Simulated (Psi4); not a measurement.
C4H7, charge -1, singlet, geometry from GFN2-xTB (a gas-phase anion, which may not be bound at this level); R2SCAN/cc-pVDZ (Psi4 1.11).

Here is a job for Psi4.
```
memory 2 GB

molecule {
-1 1
  C     0.00517132    1.09925244   -0.34269289
  C    -0.00709196   -1.01871233   -0.00830742
  C    -1.07652487    0.07011928    0.08516265
  C     1.07848492    0.05524076    0.06995662
  H     0.01625217    1.98354431    0.36244730
  H    -0.01744288   -1.52642944   -0.97846478
  H    -0.00686701   -1.79084704    0.77907723
  H    -1.49140270    0.13217959    1.11834808
  H    -1.94429847   -0.05926635   -0.58796451
  H     1.50871792    0.11146630    1.09717884
  H     1.93480455   -0.08604828   -0.61533597
}

set basis cc-pvdz

energy('r2scan')
print_variables()
```

What the program printed (banner, timings and long lists left out):

```
   => Loading Basis Set <=

    Name: CC-PVDZ
    Role: ORBITAL
    Keyword: BASIS

         ---------------------------------------------------------
                                   SCF
               by Justin Turney, Rob Parrish, Andy Simmonett
                          and Daniel G. A. Smith
                              RKS Reference
         ---------------------------------------------------------

  ==> Geometry <==

    Molecular point group: c1
    Full point group: C1

    Geometry (in Angstrom), charge = -1, multiplicity = 1:

       Center              X                  Y                   Z               Mass
    ------------   -----------------  -----------------  -----------------  -----------------
         C            0.005167057881     1.076988543126    -0.321512354199    12.000000000000
         C           -0.007096222119    -1.040976226874     0.012873115801    12.000000000000
         C           -1.076529132119     0.047855383126     0.106343185801    12.000000000000
         C            1.078480657881     0.032976863126     0.091137155801    12.000000000000
         H            0.016247907881     1.961280413126     0.383627835801     1.007825032230
         H           -0.017447142119    -1.548693336874    -0.957284244199     1.007825032230
         H           -0.006871272119    -1.813110936874     0.800257765801     1.007825032230
         H           -1.491406962119     0.109915693126     1.139528615801     1.007825032230
         H           -1.944302732119    -0.081530246874    -0.566783974199     1.007825032230
         H            1.508713657881     0.089202403126     1.118359375801     1.007825032230
         H            1.934800287881    -0.108312176874    -0.594155434199     1.007825032230

  Running in c1 symmetry.

  Rotational constants: A =      0.39158  B =      0.36556  C =      0.21919 [cm^-1]
  Rotational constants: A =  11739.22910  B =  10959.11872  C =   6571.17644 [MHz]
  Nuclear repulsion =  118.740911114027156

  Charge       = -1
  Multiplicity = 1
  Electrons    = 32
  Nalpha       = 16
  Nbeta        = 16

  ==> Algorithm <==

  SCF Algorithm Type is DF.
  DIIS enabled.
  MOM disabled.
  Fractional occupation disabled.
  Guess Type is SAD.
  Energy threshold   = 1.00e-06
  Density threshold  = 1.00e-06
  Integral threshold = 1.00e-12

  ==> Primary Basis <==

  Basis Set: CC-PVDZ
    Blend: CC-PVDZ
    Number of shells: 45
    Number of basis functions: 91
    Number of Cartesian functions: 95
[...]
   @DF-RKS iter   4:  -156.39912846886708   -5.42176e-02   2.22899e-03 DIIS/ADIIS
   @DF-RKS iter   5:  -156.42112166323028   -2.19932e-02   3.56605e-04 DIIS/ADIIS
   @DF-RKS iter   6:  -156.42165431650054   -5.32653e-04   1.02778e-04 DIIS/ADIIS
   @DF-RKS iter   7:  -156.42169507340020   -4.07569e-05   3.65542e-05 DIIS
   @DF-RKS iter   8:  -156.42170082530228   -5.75190e-06   2.58071e-06 DIIS
   @DF-RKS iter   9:  -156.42170085402293   -2.87206e-08   9.20365e-07 DIIS
  Energy and wave function converged.

  ==> Post-Iterations <==

   Electrons on quadrature grid:
      Ntotal   =   32.0000045383 ; deviation = 4.538e-06

    Orbital Energies [Eh]
    ---------------------

    Doubly Occupied:

[...]
      16A      0.119189

    Virtual:

[...]
    Final Occupation by Irrep:
              A
    DOCC [    16 ]
    NA   [    16 ]
    NB   [    16 ]

  @DF-RKS Final Energy:  -156.42170085402293

   => Energetics <=

    Nuclear Repulsion Energy =            118.7409111140271563
    One-Electron Energy =                -451.2074246404559972
    Two-Electron Energy =                 200.4744547727517840
    DFT Exchange-Correlation Energy =     -24.4296421003458697
    Empirical Dispersion Energy =           0.0000000000000000
    VV10 Nonlocal Energy =                  0.0000000000000000
    Total Energy =                       -156.4217008540229301

Computation Completed

Properties will be evaluated at   0.000000,   0.000000,   0.000000 [a0]

Properties computed using the SCF density matrix

 Multipole Moments:

 ------------------------------------------------------------------------------------
     Multipole            Electronic (a.u.)      Nuclear  (a.u.)        Total (a.u.)
 ------------------------------------------------------------------------------------

 L = 1.  Multiply by 2.5417464519 to convert [e a0] to [Debye]
 Dipole X            :         -0.0046275           -0.0002496           -0.0048771
 Dipole Y            :          0.0905592           -1.3042527           -1.2136935
 Dipole Z            :         -0.7444198            1.2407877            0.4963679
 Magnitude           :                                                    1.3112806

 ------------------------------------------------------------------------------------

  Variable Map:
  ----------------------------------------------------------------------------
[...]
  Array Variable Map:
  ----------------------------------------------------------------------------
[...]
[...]
```
